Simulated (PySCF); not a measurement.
Computed shifts of a molecule C8H5FOS, B3LYP/pcSseg-1 (PySCF), GIAO, gas phase, equivalent atoms averaged, in ppm (number of nuclei): ¹⁹F: -140.3 (1). ¹³C: 165.6 (1), 156.8 (1), 149.7 (1), 132.5 (1), 127.1 (1), 127.1 (1), 120.3 (1), 113.8 (1). ¹H: 7.66 (1), 7.03 (1), 7.00 (1), 6.85 (1), 6.79 (1). References: ¹⁹F against CFCl3 (σ = 161.7 ppm); ¹³C against TMS (σ = 181.3 ppm); ³³S against H2S (σ = 695.8 ppm); ¹⁷O against H2O (σ = 333.8 ppm); ¹H against TMS (σ = 31.68 ppm), references at their B3LYP-D3(BJ)/def2-TZVP geometries, non-relativistic. Coordinates come from a B3LYP-D3(BJ)/def2-SVP optimisation. The values are those of a single conformer.

Which molecule gave these data?
(A) Oc1csc2ccc(F)cc12
(B) Oc1c(F)sc2ccccc12
(C) Fc1ccsc1-c1ccco1
(D) Fc1csc(-c2ccco2)c1

C, Fc1ccsc1-c1ccco1
